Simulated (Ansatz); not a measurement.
`FC(Cl)[TeH]` + `[BH2][SbH][SiH3]` → `[BH2][SbH][TeH]` + `FC([SiH3])Cl` at 600 K and 1 bar (redistribution).

Isolated molecules relaxed with PBE0-D4/def2-TZVP in Ansatz; ΔE leaves out vibrations. CBS: MP2 limit from def2 TZ/QZ plus the TZ coupled-cluster correction, frozen cores. def2 core potentials past Kr. For Sb, Te outer-core shells are correlated without core-valence functions, which leaves a few kJ/mol of doubt a bond.

```
           species  CCSD(T)/CBS energy (Eh)  H − E (kJ/mol)  S (J/(mol·K))
     `FC(Cl)[TeH]`               -866.51961           114.6          393.1
`[BH2][SbH][SiH3]`               -557.46017           193.7          435.8
 `[BH2][SbH][TeH]`               -534.92494           140.1          427.0
    `FC([SiH3])Cl`               -889.08323           169.0          391.6
```

H − E and S are ideal-gas, rigid-rotor, harmonic terms from PBE0-D4/def2-TZVP, for one conformer and one mirror image of each species. 1 Eh = 2625.50 kJ/mol, R = 8.31446 J/(mol·K).

Task: By hand: ΔE, ΔH, ΔS and ΔG.

Result: ΔE = (-534.92494) + (-889.08323) − (-866.51961) − (-557.46017) = -0.02839 Eh = -74.5 kJ/mol. Δ(H − E) = 140.1 + 169.0 − 114.6 − 193.7 = 0.8, so ΔH = -73.7 kJ/mol. ΔS = 427.0 + 391.6 − 393.1 − 435.8 = -10.3 J/(mol·K). ΔG = -73.7 − 600 × (-10.3)/1000 = -67.5 kJ/mol.

Task: By hand: the equilibrium constant, and the temperature at which ΔG would vanish if ΔH and ΔS stayed fixed.

Result: log₁₀ K = −ΔG/(RT ln 10) = 5.9. ΔG = 0 at ΔH/ΔS = 7155 K, far beyond where these terms or the molecules hold.

The number of gas molecules stays the same, so ΔS is small and ΔH decides. A doubt of 5 kJ/mol in ΔE shifts log₁₀ K by 0.4 here. Other conformers and mirror images would add mixing entropy, several J/(mol·K) or more a flexible species. Modes under 60 cm⁻¹, often nearly free rotors, make the harmonic entropy too high. These are equilibria of isolated gas molecules and say nothing of rates. Largest T1 diagnostic: 0.015 (customary marks: 0.02 for closed shells, 0.045 for open ones).
